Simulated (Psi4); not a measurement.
CH$_{4}$N, doublet, at a GFN2-xTB geometry. Base run: Psi4 with B3LYP/6-311G**.

Psi4 was given this input:
```
memory 2 GB

molecule {
0 2
  C     0.11969841    0.72071728   -0.00763830
  N    -0.08484190   -0.65766184    0.00683957
  H    -0.51938453   -1.00090422    0.85240262
  H    -0.52837018   -1.01721263   -0.82720202
  H     0.46666690    1.15768540    0.90941225
  H     0.45679066    1.13976065   -0.93666007
}

set basis 6-311g**
set reference uks

energy('b3lyp')
print_variables()
```

The base run was repeated with changes; each row names its change, and settings that it needs were set with it.

| change | ΔE vs base (mEh) | SCF cycles | grid points | basis functions |
|---|---|---|---|---|
| base | 0.000 | 8 | 130838 | 60 |
| dft_radial_scheme = becke | 0.000 | 8 | 115913 | 60 |
| guess = core | 0.000 | 11 | 130838 | 60 |
| dft_pruning_scheme = treutler | -0.005 | 8 | 73002 | 60 |
| dft_radial_points = 35 | -0.020 | 8 | 62119 | 60 |
| e_convergence = 1e-8 | 0.000 | 9 | 130838 | 60 |
| cholesky_tolerance = 1e-6 (with scf_type cd) | 0.016 | 8 | 130838 | 60 |
| dft_radial_points = 150 | 0.000 | 8 | 259901 | 60 |
| cholesky_tolerance = 1e-3 (with scf_type cd) | -0.931 | 8 | 130838 | 60 |
| basis_guess = sto-3g | 0.000 | 8 | 130838 | 60 |
| d_convergence = 1e-8 | 0.000 | 12 | 130838 | 60 |
| soscf = true | 0.000 | 6 | 130838 | 60 |
| scf_type = mem_df | 0.000 | 8 | 130838 | 60 |

Open shells are given as the SCF converged; they aren't shown to be the lowest states, and a large step between rows can be another state.
